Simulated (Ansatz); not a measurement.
C₃H₆GeS (`[GeH3]/[CH]=C1\CS1`), one more setting.

```yaml
crystal:
  periodic: [false, false, false]
  atoms:
    - {symbol: Ge, position_ang: [-1.756375, 0.347068, 0.215226]}
    - {symbol: C, position_ang: [-0.081194, -0.137090, 1.050807]}
    - {symbol: C, position_ang: [1.024378, -0.275223, 0.341902]}
    - {symbol: C, position_ang: [1.617379, -0.213583, -0.981331]}
    - {symbol: S, position_ang: [2.711084, -0.654282, 0.422703]}
    - {symbol: H, position_ang: [-2.303521, 1.652166, 0.820646]}
    - {symbol: H, position_ang: [-1.516908, 0.540380, -1.290885]}
    - {symbol: H, position_ang: [-2.807583, -0.756870, 0.429487]}
    - {symbol: H, position_ang: [-0.041697, -0.301125, 2.123037]}
    - {symbol: H, position_ang: [1.416536, -1.017123, -1.683627]}
    - {symbol: H, position_ang: [1.803301, 0.758783, -1.427566]}
basis:
  gaussian: {orbitals: cc-pVDZ}
total_charge: -1
magnetization: {spin_polarized: true, initial_magnetization: 1}
hamiltonian: {xc: {name: PBE0}, dispersion: d3bjatm}
output: {forces: true}
```

```sh
$ ansatz run in.yaml --threads 4 --pin off --events-out ev --progress --plain --max-ram 10444MiB
```

Shortened log:

```
Functional definition: PBE0
1172 factors; integrals over basis functions are off by at most 1.2e-3 eV
mean field evaluation 1: about -70539.5775 eV, gradient 2.8e1 eV
mean field evaluation 2: about -70529.7310 eV, gradient 4.8e1 eV
mean field evaluation 4: about -70543.4326 eV, gradient 3.1e0 eV
mean field evaluation 8: about -70543.7099 eV, gradient 2.2e-1 eV
mean field evaluation 16: about -70543.7105 eV, gradient 1.4e-2 eV
mean field evaluation 32: about -70543.7107 eV, gradient 1.2e-4 eV
mean field -70543.71068277 eV, -2592.4335513472 hartree, gradient 8.4e-6 eV, S^2 0.753112; 3 other end points of the search recorded, 0 dependent functions left out
reference -70543.71071419 eV, -2592.4335525021 hartree; 37, 36 occupied and 80, 81 virtual orbitals, 1172 factors
Total energy: -70543.95536686 eV, -2592.4425433219 hartree
Atom 0 at    -1.756375     0.347068     0.215226 Å, force     2.126573    -0.597756     0.891125 eV/Å
Atom 1 at    -0.081194    -0.137090     1.050807 Å, force    -4.234777     0.698211     1.594192 eV/Å
Atom 2 at     1.024378    -0.275223     0.341902 Å, force     2.960843    -0.130310    -3.242028 eV/Å
Atom 3 at     1.617379    -0.213583    -0.981331 Å, force    -0.817155    -0.065338     1.697625 eV/Å
Atom 4 at     2.711084    -0.654282     0.422703 Å, force     1.566212    -0.376061     0.210749 eV/Å
Atom 5 at    -2.303521     1.652166     0.820646 Å, force    -0.734163     0.469043     0.068688 eV/Å
Atom 6 at    -1.516908     0.540380    -1.290885 Å, force    -0.136583     0.064765    -0.273136 eV/Å
Atom 7 at    -2.807583    -0.756870     0.429487 Å, force    -0.892893    -0.144201    -0.063105 eV/Å
Atom 8 at    -0.041697    -0.301125     2.123037 Å, force    -0.174711     0.002324     0.322847 eV/Å
Atom 9 at     1.416536    -1.017123    -1.683627 Å, force     0.014629    -0.571446    -0.709432 eV/Å
Atom 10 at     1.803301     0.758783    -1.427566 Å, force     0.322026     0.650768    -0.497526 eV/Å
Dipole moment:    -0.456829     0.132470    -0.188504 e Å
```

Hardware: 4 threads of an Intel Xeon Platinum 8488C on a shared host. Wall time 6 s, peak host memory 0.53 GiB.
